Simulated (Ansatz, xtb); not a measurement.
# Redistribution: B(CH3)2(NH2) + BH2(SH) → B(CH3)2(SH) + BH2(NH2)

Species: B(CH3)2(NH2), singlet; BH2(SH), singlet; B(CH3)2(SH), singlet; BH2(NH2), singlet. The partners trade NH2 for SH; both sit on B, so the bond types are kept.

Shapes, held fixed at every level: PBE0-D4/def2-TZVP. Programs: Ansatz 0.2.0, xtb 6.7.1. The zero-point and thermal change to 298 K, harmonic and unscaled (PBE0-D4/def2-TZVP), is +0.8 kJ/mol.

```tsv
level	kind	ΔH(298 K) (kJ/mol)	less CCSD(T)/CBS estimate
GFN1-xTB	semi-empirical	-1.0	+4.3
SPW92/def2-TZVPP	LDA	-6.9	-1.6
r2SCAN-D4/def2-TZVPP	meta-GGA	-6.1	-0.8
B3LYP-D4/def2-TZVPP	global hybrid	-6.5	-1.2
wB97M-V/def2-TZVPP	range-separated hybrid	-6.0	-0.7
MP2/def2-SVP	perturbation theory	-7.4	-2.1
MP2/def2-TZVPP	perturbation theory	-6.9	-1.6
CCSD(T)/def2-TZVPP	coupled cluster or CI	-4.7	+0.6
CCSD(T)/CBS estimate	coupled cluster or CI	-5.3	0.0
```

The highest level, CCSD(T)/CBS estimate, gives ΔH(298 K) = -5.3 kJ/mol; the levels span -7.4 to -1.0. The column of differences is taken from that level and isn't an error. No measured value is set beside it here. The CBS estimate extrapolates MP2 from def2-TZVPP and def2-QZVPP and adds CCSD(T) − MP2 in the triple-zeta set, cores frozen.
